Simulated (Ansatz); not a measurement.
Problem. Name a neutral molecule of Cl, F, O, Si and H with HOMO–LUMO gap (PBE/def2-TZVPP) between 6.75 and 7.05 eV and LUMO energy (PBE0/def2-TZVPP) between -0.10 and 0.20 eV (Ansatz, PBE0-D4/def2-TZVP geometry).

Solution. `F[SiH2]O[SiH2]Cl` (6.93 eV, 0.16 eV); `O[SiH](F)O[SiH2]Cl` (6.99 eV, 0.14 eV); `O[SiH](Cl)O[Si](O)(F)F` (6.85 eV, 0.01 eV); `F[Si](F)(Cl)O[SiH2]Cl` (6.88 eV, -0.09 eV). Other molecules can fit too; these were computed, each in one conformer that needn't be the lowest.
